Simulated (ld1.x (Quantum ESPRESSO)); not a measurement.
iodine (I): excitation energies, all-electron against ultrasoft

* Element: iodine
* Generator: ld1.x (Quantum ESPRESSO) 7.5
* Type: ultrasoft
* Functional: PBE
* Relativity: fully relativistic
* Frozen core: [Kr] 4d10
* Valence charge: 7
* Reference configuration: 5s2 5p5
* Partial waves: 5s (bound): rcut 1.40, rcutus 1.90 bohr; 5s channel at -0.9 Ry: rcut 1.40, rcutus 1.90 bohr; 5p (bound): rcut 1.90, rcutus 2.15 bohr; 5p channel at 4.4 Ry: rcut 1.90, rcutus 2.15 bohr; 5d channel at 0.3 Ry: rcut 1.65, rcutus 2.15 bohr; 5d channel at 0.7 Ry: rcut 1.65, rcutus 2.15 bohr
* Local potential: all-electron potential smoothed inside 1.50 bohr (lloc = -1)
* Core correction: Bessel-smoothed model core, default radius (core density twice the valence density)
* Augmentation charge: built from norm-conserving waves at rcut, not smoothed further

Open shells are filled in proportion to 2j + 1 (rel_dist='average').

Energies are relative to the spin-unpolarised reference configuration 5s2 5p5; without spin polarisation the order of configurations can differ from experiment. Not all tests gave a result: 2 of 7 tests not solved or not reliable. Left out of the table: 5s2 5p4 (pseudo-atom not self-consistent, printed error +36 meV); 5s2 5p1 (pseudo-atom not self-consistent, printed error +25.9 eV).

```csv
valence configuration,charge,ΔE all-electron (eV),error AE − PS (meV)
5s2 5p2,+3,60.394,-8.4
5s1 5p6,0,10.369,-11
5s2 5p5.3,-0.3,-1.791,+1.9
5s2 5p4.5,+0.5,4.545,+7.0
```

Task: What are ΔE and the potential's error for 5s2 5p3?

Result: ΔE = 31.032 eV all-electron; the error (AE − PS) is -36 meV.

Levels in the configuration 5s2 5p4.5:

| level | all-electron (eV) | pseudo (eV) |
| --- | --- | --- |
| 5s j=1/2 | -21.674 | -21.632 |
| 5p j=1/2 | -11.829 | -11.797 |
| 5p j=3/2 | -10.759 | -10.730 |

A Bessel basis up to 400 Ry misses an occupied level by 0.50 Ry, so cutoffs were not judged. Note: ghost state, extra bound levels that the all-electron valence spectrum of the same l lacks: s at -54.4 eV (other channels not judged).
